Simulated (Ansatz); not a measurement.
The molecule IrC, multiplicity 2 (the spin of the measured ground state). No spin–orbit coupling.

D_e counts from the fitted minimum to each atom's lowest state at the same level, without counterpoise.

Programs: Ansatz (an electronic-structure program).  In def2 rows elements past Kr take small-core potentials, without spin–orbit coupling.

| level | bond energy D_e (kcal/mol) |
|---|---|
| SVWN5/def2-TZVPP | 206.98 |
| r2SCAN/def2-TZVPP | [?] |
| B97M-V/def2-TZVPP | 150.46 |
| B3LYP/def2-TZVPP | 152.73 |
| PBE0/def2-TZVPP | 154.29 |
| BHLYP/def2-TZVPP | [?] |
| CAM-B3LYP/def2-TZVPP | 146.71 |
| wB97X-V/def2-TZVPP | 151.23 |
| wB97M-V/def2-TZVPP | 149.49 |

Task: What belongs in the gaps?

Result: 
- r2SCAN/def2-TZVPP, bond energy D_e (kcal/mol): 157.71
- BHLYP/def2-TZVPP, bond energy D_e (kcal/mol): 122.80
